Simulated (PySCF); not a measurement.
C2H5FOSi2, SMILES F[Si@H]1[SiH2]CC1=O.

Coordinates come from a B3LYP-D3(BJ)/def2-SVP optimisation. The structure was generated by enumeration; whether it is a known compound was not checked.

Calculation: B3LYP-D3(BJ)/def2-SVP (PySCF 2.14.0).

Frequencies are harmonic and unscaled.

```csv
mode,ν (cm⁻¹),IR (km/mol),Raman (Å⁴/amu),depolarisation,moving atoms (share of kinetic energy)
1,64,2.9,0.3,0.62,"C 30 %, O 25 %, H 23 %, F 14 %, Si 9 %"
2,131,7.1,1.1,0.74,"F 46 %, Si 24 %, O 16 %, C 8 %"
3,162,5.3,1.2,0.74,"F 46 %, Si 25 %, H 19 %"
4,309,0.4,6.7,0.62,"O 43 %, Si 19 %, C 17 %, H 16 %"
5,360,6.7,3.8,0.75,"Si 43 %, H 33 %, O 12 %, C 11 %"
6,391,5.9,16.5,0.32,"Si 54 %, H 35 %"
7,458,8.6,8.8,0.51,"H 53 %, Si 37 %"
8,510,7.2,3.2,0.44,"C 43 %, H 30 %, Si 18 %, O 8 %"
9,549,10.6,9.5,0.54,"H 67 %, C 18 %"
10,596,9.9,30.5,0.13,"C 43 %, H 25 %, Si 21 %, O 10 %"
11,642,76.0,5.8,0.37,"H 79 %, Si 13 %"
12,689,9.4,8.6,0.40,"C 54 %, H 27 %, Si 12 %"
13,713,82.5,4.1,0.65,"H 78 %, Si 17 %"
14,773,44.4,4.4,0.64,"H 61 %, C 31 %"
15,817,21.1,9.7,0.75,"H 72 %, F 15 %, C 9 %"
16,884,186.9,2.2,0.66,"Si 42 %, F 42 %, H 13 %"
17,930,72.6,10.2,0.74,H 90 %
18,975,42.0,4.1,0.74,"H 53 %, C 43 %"
19,1048,52.7,4.1,0.68,"C 49 %, H 48 %"
20,1103,2.4,2.1,0.65,"H 64 %, C 32 %"
21,1368,16.4,12.6,0.72,"H 91 %, C 9 %"
22,1817,202.7,26.8,0.69,"C 60 %, O 39 %"
23,2225,103.4,118.6,0.66,H 97 %
24,2233,107.6,287.6,0.07,H 97 %
25,2247,83.2,130.9,0.53,H 96 %
26,3015,0.3,107.1,0.13,H 94 %
27,3118,1.1,131.7,0.46,"H 91 %, C 9 %"
```
